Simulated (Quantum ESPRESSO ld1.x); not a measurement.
Results of a calculation; reference values are marked as such.
Question: The aim is the promethium ion Pm+ in [Xe] 4f5 6s1. What will ld1.x (Quantum ESPRESSO 7.5) do with this input?

```
 &input
    zed=61.0,
    iswitch=1,
    rel=0,
    dft='PBESOL',
    config='[Xe] 4f5 6s1 1s1',
    prefix='ld1',
    max_out_wfc=37,
    file_charge='ld1.rho',
 /
```

Answer: Refused. The program stops in el_config with "wavefunction 1S found too many times": the bracketed core already holds 1s.

Output (excerpt):

```
     Program LD1 v.7.5 starts

 %%%%%%%%%%%%%%%%%%%%%%%%%%%%%%%%%%%%%%%%%%%%%%%%%%%%%%%%%%%%%%%%%%%%%%%%%%%%%%
     Error in routine el_config (14):
     wavefunction 1S found too many times
 %%%%%%%%%%%%%%%%%%%%%%%%%%%%%%%%%%%%%%%%%%%%%%%%%%%%%%%%%%%%%%%%%%%%%%%%%%%%%%

     stopping ...
```

Run on one thread of a shared host, so times are rough (Intel(R) Xeon(R) Processor @ 2.60GHz): 0.43 s of CPU time, 0.49 s wall.
